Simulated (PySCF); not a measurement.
# Steps of a relaxation of Bi(SiH3)3

Bi(SiH3)3 (singlet; a saddle point, relaxed within its symmetry). PySCF 2.14.0, RKS B3LYP, Bi def2-SVP with ECP60, Si def2-SVP, H def2-SVP; non-relativistic Hamiltonian with scalar-relativistic core potentials where named; density fitting; no spin-orbit coupling. Origin of the start: template. Columns: position (Å) and force (eV/Å). Energies are counted from the last step; some of the 17 steps are shown. Forces carry noise of the integration grid, about 0.01 to 0.03 eV/Å.

Run from Python with OMP_NUM_THREADS=2. Where DIIS fails, smearing, a level shift and second-order steps follow.
It took 98 s on 2 threads of Arm Neoverse V2, with other jobs on the host, from the converged density of the start.

```xyz
13
step 0  E = 1.257 eV
Bi   -0.2915    0.0000    0.0000     1.40    0.00   -0.04
Si   -0.2915    0.0000    2.7800    -0.40    0.00    0.48
H     0.3931    1.1857    3.3927     0.08    0.09   -0.57
H    -1.6606    0.0000    3.3927    -0.09    0.00   -0.53
H     0.3931   -1.1857    3.3927     0.08   -0.09   -0.57
Si   -0.2915    0.0000   -2.7800    -0.36    0.00   -0.49
H     0.3931   -1.1857   -3.3927     0.07   -0.08    0.57
H    -1.6606    0.0000   -3.3927    -0.09    0.00    0.54
H     0.3931    1.1857   -3.3927     0.07    0.08    0.57
Si    2.4885    0.0000    0.0000    -0.10    0.00    0.09
H     3.1012   -1.1857    0.6846    -0.19   -0.04    0.03
H     3.1012    0.0000   -1.3691    -0.28    0.00   -0.10
H     3.1012    1.1857    0.6846    -0.19    0.04    0.03
```

```xyz
13
step 5  E = 0.250 eV
Bi    0.2444    0.0000    0.0013     0.06    0.00    0.02
Si   -0.4453    0.0000    2.4919    -0.28    0.00    0.12
H     0.1861    1.2106    3.0894    -0.05    0.00    0.06
H    -1.9265    0.0000    2.7298     0.20    0.00   -0.14
H     0.1861   -1.2106    3.0894    -0.05    0.00    0.06
Si   -0.4184    0.0000   -2.4974    -0.28    0.00   -0.13
H     0.2005   -1.2121   -3.1046    -0.05    0.01   -0.05
H    -1.9040    0.0000   -2.7116     0.22    0.00    0.14
H     0.2005    1.2121   -3.1046    -0.05   -0.01   -0.05
Si    2.8392    0.0000    0.0240     0.08    0.00    0.00
H     3.3878   -1.2094    0.7033     0.06   -0.01    0.00
H     3.2304    0.0000   -1.4139     0.09    0.00   -0.02
H     3.3878    1.2094    0.7033     0.06    0.01    0.00
```

```xyz
13
step 11  E = 0.012 eV
Bi    0.7412    0.0000    0.0303    -0.05    0.00    0.00
Si   -0.6212    0.0000    2.2631    -0.30    0.00   -0.08
H    -0.3288    1.2114    3.0890    -0.01   -0.05   -0.06
H    -2.0677    0.0000    1.8250     0.36    0.00    0.11
H    -0.3288   -1.2114    3.0890    -0.01    0.05   -0.06
Si   -0.5634    0.0000   -2.2345    -0.33    0.00    0.10
H    -0.2571   -1.2118   -3.0545    -0.02    0.05    0.06
H    -2.0164    0.0000   -1.8138     0.37    0.00   -0.13
H    -0.2571    1.2118   -3.0545    -0.02   -0.05    0.06
Si    3.3469    0.0000   -0.0063     0.04    0.00   -0.02
H     3.9059   -1.2116    0.6606     0.00    0.01    0.00
H     3.7093    0.0000   -1.4540    -0.02    0.00    0.03
H     3.9059    1.2116    0.6606     0.00   -0.01    0.00
```

Problem. Where does the relaxation end?

Solution. It converges at step 16 in Cs:
```xyz
13
step 16  E = 0
Bi    0.7575    0.0000    0.0312
Si   -0.6297    0.0000    2.2367
H    -0.3505    1.2115    3.0602
H    -2.0479    0.0000    1.7802
H    -0.3505   -1.2115    3.0602
Si   -0.5756    0.0000   -2.2066
H    -0.2801   -1.2116   -3.0239
H    -2.0020    0.0000   -1.7776
H    -0.2801    1.2116   -3.0239
Si    3.3634    0.0000   -0.0054
H     3.9227   -1.2110    0.6608
H     3.7186    0.0000   -1.4527
H     3.9227    1.2110    0.6608
```

Problem. How did the contacts change?

Solution. 
```
        contact  start (Å)  end (Å)
 Bi1–Si2 (SiH3)      2.780    2.605
 Bi1–Si6 (SiH3)      2.780    2.605
Bi1–Si10 (SiH3)      2.780    2.606
```
